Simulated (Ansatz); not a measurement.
Cartesian coordinates (Å):
```xyz
8

N      1.5646    -0.2181    -0.0033
Al    -0.0241     0.5374    -0.0965
N     -1.5396    -0.3384     0.1029
F     -0.0973     2.1667    -0.3888
H      1.7394    -1.1946     0.1681
H      2.4323     0.2806    -0.1163
H     -2.4489     0.0914     0.0506
H     -1.6263    -1.3251     0.2833
```
Charge +1, spin multiplicity 2.

Calculation: frozen-core CCSD(T)/cc-pVTZ // B3LYP-D3(BJ)/def2-TZVP run with Ansatz (a first-principles code). The geometry is that of the parent before the electron was removed. Warnings of the run: other_roots.

The HF energy comes out as -452.51381 Ha and the MP2 correlation energy is -0.72137 Ha.

### Question
Estimate the CCSD correlation energy, the (T) correction, the total energy and the T1 diagnostic.

### Answer

```
Quantity                         Value
-----------------------  -------------
CCSD correlation energy    -0.74965 Ha
(T) correction             -0.02709 Ha
CCSD(T) total energy     -453.29054 Ha
T1 diagnostic                    0.026
```
